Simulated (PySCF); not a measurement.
Sn(H)(Cl)2(vinyl) (C2H4Cl2Sn), SMILES C=[CH][SnH]([Cl])[Cl]. Geometry: PBE0-D3(BJ)/def2-SVP. The structure was generated by enumeration; whether it is a known compound was not checked. The def2 effective core potentials stand for the cores of Sn; spin–orbit coupling is left out. One conformer was computed; it need not be the lowest.

Question: Give the equilibrium geometry at PBE0-D3(BJ)/def2-SVP (PySCF confirms it by a frequency run) as Cartesian coordinates in Å. (An estimate is asked for; the answer gives what the named calculation found.)

Answer: This is not unique; one that fits is 
```xyz
9

Sn     0.2421    -0.1171     0.3952
Cl    -0.5937     2.0357    -0.0472
Cl     1.7095    -0.6556    -1.3588
C     -1.4456    -1.3929     0.2993
C     -2.6565    -0.8971     0.0392
H      1.1906    -0.0262     1.8089
H     -1.2941    -2.4674     0.4518
H     -3.5367    -1.5473    -0.0238
H     -2.8216     0.1735    -0.1257
```
Charge 0, spin multiplicity 1.
